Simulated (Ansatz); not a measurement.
`CC[CH2][SnH3]` + H₂ → `C[CH2][SnH3]` + CH₄  (hydrogenolysis of a C–C bond)

Gas-phase electronic energies from Ansatz, PBE0-D4/def2-TZVP geometries. CCSD(T)/CBS is the MP2 limit (def2-TZVPP, def2-QZVPP) plus CCSD(T) − MP2 in def2-TZVPP, frozen cores. This one scheme is used for every species. DFT in def2-TZVPP. Elements past krypton have def2 core potentials. For Sn outer-core shells are correlated without core-valence functions, which leaves a few kJ/mol of doubt a bond. Each species was taken in one conformer, which may not be the lowest.

`CC[CH2][SnH3]`:

Cartesian coordinates in Å:
```
C 0.525 -0.647 -1.992
C -0.129 -0.611 -0.619
C 0.316 0.584 0.211
Sn -0.598 0.661 2.154
H 0.193 -1.512 -2.572
H 0.283 0.253 -2.564
H 1.614 -0.700 -1.905
H -1.218 -0.596 -0.739
H 0.100 -1.541 -0.085
H 0.079 1.521 -0.301
H 1.400 0.571 0.357
H -0.202 -0.751 3.036
H -2.299 0.738 1.989
H -0.064 2.029 3.030
```

H₂:

```xyz
2

H    -0.334   -0.003   -0.166
H     0.334    0.003    0.166
```

`C[CH2][SnH3]`:

Z-matrix (Å, degrees):
```
C
C 1 1.522
H 1 1.093 2 111.7
H 1 1.093 2 111.7 3 -120.2
H 1 1.094 2 111.4 3 119.9
Sn 2 2.150 1 113.2 3 60.1
H 2 1.093 1 111.1 3 -60.6
H 2 1.093 1 111.1 3 -179.3
H 6 1.711 2 109.7 1 -59.5
H 6 1.711 2 109.7 1 59.5
H 6 1.710 2 111.1 1 180.0
```

CH₄:

Cartesian coordinates in Å:
```
C 0.000 0.000 0.000
H -0.355 0.898 -0.506
H 0.635 0.283 0.839
H 0.572 -0.609 -0.700
H -0.852 -0.571 0.366
```

```tsv
level	ΔE (kcal/mol)
B2PLYP	-17.4
SCS-MP2/def2-QZVPP	-15.7
```

Question: What does CCSD(T)/CBS give? (Best estimate.)

Answer: The calculation gave: -15.5 kcal/mol. The listed levels differ from it by -1.9, -0.2 kcal/mol.

Largest T1 diagnostic among the species: 0.012.

In def2-TZVPP, CCSD(T) changes the Hartree–Fock value by +4.5 kcal/mol (the triples alone add +0.9 kcal/mol) and MP2 by +5.3 kcal/mol. The D4 term adds +1.9 kcal/mol with B3LYP and +1.1 kcal/mol with PBE0; it sums over pairs of atoms, weighted by their polarisabilities, and B3LYP, whose exchange is more repulsive, gets the larger term.

B3LYP here is the variant with VWN-RPA as its local correlation; programs differ in this.
